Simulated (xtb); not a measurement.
Hf(Cl)3(OH)(OH2) (Cl3H3HfO2), SMILES [OH][Hf](<-[OH2])([Cl])([Cl])[Cl], multiplicity 1. All values are semi-empirical tight-binding results from xtb (GFN2-xTB unless named), good for trends rather than for accurate numbers. Coordinates come from a GFN2-xTB optimisation. The spin state was assumed, not searched. One conformer was computed; it need not be the lowest.

For metal compounds this method's bond lengths and energies can be far off.

Computed properties:
```yaml
orbital_gap: 3.22 eV
zero_point_energy: 22.4 kcal/mol
G − E(el) at 298.15 K (modified RRHO): -2.8 kcal/mol
```
